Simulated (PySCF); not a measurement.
PySCF input file for H₂MgS₂, SMILES [SH][Mg][SH], B3LYP/pcJ-1. The structure is a stationary point at B3LYP-D3(BJ)/def2-TZVP. One conformer was computed; it need not be the lowest.

```python
import numpy as np
from pyscf import gto, scf, dft
from pyscf.prop.ssc import rks as ssc

mol = gto.M(
    atom='''
    Mg   -0.00000000    0.00000002    0.02076249
    S    -2.29059331   -0.05809688    0.04860196
    H    -2.39428242    0.88929398   -0.90220632
    S     2.29059331    0.05809696    0.04860187
    H     2.39428242   -0.88929540   -0.90220491
    ''',
    basis='pcJ-1',
    charge=0,
    spin=0,
    max_memory=1600,
    verbose=3,
)
mf = dft.RKS(mol, xc='b3lyp')
mf.grids.level = 3
mf.conv_tol = 1e-10
mf.max_cycle = 100
mf.kernel()
j = ssc.SSC(mf)
j.with_fcsd = True
j.max_cycle_cphf = 80
j.conv_tol = 1e-7
e11 = j.kernel()
```

It prints:

```
converged SCF energy = -990.28988981744
Reduced spin-spin coupling constant K (Hz)
               #0        #1        #2        #3        #4
        0 Mg   0.00000
        1 S  -25.68557   0.00000
        2 H   -1.30038   7.25359   0.00000
        3 S  -25.65276  -4.20092  -0.02376   0.00000
        4 H   -1.30041  -0.02225  -0.01407   7.25358   0.00000
Spin-spin coupling constant J (Hz)
               #0        #1        #2        #3        #4
        0 Mg   0.00000
        1 S    3.77240   0.00000
        2 H    2.48543  17.39018   0.00000
        3 S    3.76758  -0.77391  -0.05695   0.00000
        4 H    2.48550  -0.05335  -0.43885  17.39016   0.00000
```

Self-consistency was reached.
